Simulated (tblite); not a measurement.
**Question.** What does the GFN2-xTB structure of `FCCCC(F)(F)F` look like in three dimensions?

**Answer.** 
Z-matrix in Å and degrees, rows numbered from 1:
```
F 
C   1  1.3751
C   2  1.5244  1  109.59
C   3  1.5323  2  112.60  1   -64.10
C   4  1.5159  3  112.77  2   -81.45
F   5  1.3437  4  112.21  3   -56.55
F   5  1.3414  4  113.71  3    63.89
F   5  1.3417  4  111.54  3  -175.88
H   2  1.0931  1  106.72  3  -122.30
H   2  1.0941  1  106.64  3   120.12
H   3  1.0911  2  108.12  1    55.56
H   3  1.0907  2  108.94  1   173.15
H   4  1.0920  3  110.38  2    39.61
H   4  1.0915  3  110.34  2   159.79
```

Of the pairs four or more bonds apart, F7···H9 is among the closest relative to their van der Waals radii: 2.39 Å, 90 % of the sum of Bondi's values. The C–F distances run from 1.341 Å (C5–F7, drawn single) to 1.375 Å (F1–C2, drawn single), a spread of 0.034 Å.

Structure optimised with GFN2-xTB, isolated species.

Point group: C1 (no symmetry element, even within 0.4 Å). Its GFN2-xTB frequencies are all real (lowest 35 cm⁻¹). The numbers are those of one conformer (F1–C2–C3–C4 -64°, C2–C3–C4–C5 -81°).

The numbers are calculated, not measured.
